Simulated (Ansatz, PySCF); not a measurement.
Here is a job for PySCF.
```python
from pyscf import gto, scf, dft

mol = gto.Mole()
mol.atom = '''
    Al    0.051803    0.040118    0.002225
    C    -1.508056   -1.165732   -0.062339
    H    -1.306694   -2.038747   -0.683190
    H    -2.376647   -0.648902   -0.468207
    H    -1.760555   -1.537553    0.930633
    F     0.011008    1.601626   -0.529119
    F     1.524414   -0.412952    0.591994
'''
mol.basis = 'sto-3g'
mol.charge = 0
mol.spin = 0
mol.verbose = 4
mol.build()

mf = dft.RKS(mol)
mf.xc = 'wb97x_v'
mf.grids.atom_grid = (99, 590)
mf.grids.prune = None
mf.kernel()
```

Convert this to an input for Ansatz (a first-principles code).

One answer among several that fit: 
Ansatz 0.2 input:
```yaml
crystal:
  periodic: [false, false, false]
  atoms:
    - {symbol: Al, position_ang: [0.05180306, 0.04011766, 0.00222470]}
    - {symbol: C, position_ang: [-1.50805595, -1.16573156, -0.06233932]}
    - {symbol: H, position_ang: [-1.30669362, -2.03874718, -0.68318980]}
    - {symbol: H, position_ang: [-2.37664668, -0.64890162, -0.46820696]}
    - {symbol: H, position_ang: [-1.76055472, -1.53755322, 0.93063349]}
    - {symbol: F, position_ang: [0.01100760, 1.60162551, -0.52911869]}
    - {symbol: F, position_ang: [1.52441362, -0.41295198, 0.59199405]}
basis:
  gaussian:
    orbitals: STO-3G
hamiltonian:
  xc: {name: wB97X-V}
accuracy: high
```

Both were run: PySCF gave -475.730210 Eh and Ansatz -475.730212 Eh, 0.002 mEh apart.
